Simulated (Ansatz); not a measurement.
```yaml
crystal:
  periodic: [false, false, false]
  atoms:
    - {symbol: N, position_ang: [0.414170, 0.766003, 1.429280]}
    - {symbol: C, position_ang: [-0.147668, -0.105078, 0.347459]}
    - {symbol: O, position_ang: [0.344710, -1.106223, -0.097985]}
    - {symbol: Si, position_ang: [0.500182, -0.711124, -1.979183]}
    - {symbol: F, position_ang: [-0.733492, -1.445537, -2.191779]}
    - {symbol: H, position_ang: [1.167747, 0.501339, 1.699795]}
    - {symbol: H, position_ang: [-0.305062, 1.304669, 1.832554]}
    - {symbol: H, position_ang: [-1.228243, -0.095921, 0.083664]}
    - {symbol: H, position_ang: [-0.052364, 0.873291, -1.484080]}
basis:
  gaussian: {orbitals: "6-31G*"}
total_charge: 1
magnetization: {spin_polarized: true, initial_magnetization: 7}
hamiltonian: {xc: {name: wB97M-V}}
```

```sh
$ ansatz run in.yaml --threads 2 --pin off --events-out ev --progress --plain --max-ram 4352MiB
```

It prints (some lines left out):

```
Functional definition: wB97M-V
830 factors; integrals over basis functions are off by at most 9.3e-4 eV
219 factors; integrals over basis functions are off by at most 4.5e-6 eV
mean field evaluation 1: about -15190.4568 eV, gradient 4.4e1 eV
mean field evaluation 2: about -15190.5578 eV, gradient 4.8e1 eV
mean field evaluation 4: about -15198.1385 eV, gradient 2.2e0 eV
mean field evaluation 8: about -15198.4631 eV, gradient 5.1e-1 eV
mean field evaluation 16: about -15198.6455 eV, gradient 2.7e0 eV
mean field evaluation 32: about -15198.8918 eV, gradient 2.6e0 eV
mean field -15198.94941790 eV, -558.5510888900 hartree, gradient 1.5e-5 eV, S^2 15.758604; 6 other end points of the search recorded, 0 dependent functions left out
reference -15198.94945336 eV, -558.5510901930 hartree; 27, 20 occupied and 60, 67 virtual orbitals, 830 factors
Total energy: -15198.94945336 eV, -558.5510901930 hartree
```

(1) Something in this input is off. What?

Results:

(1) The spin is set far too high for this molecule. The run converged. The result belongs to that input, not to the molecule as meant.
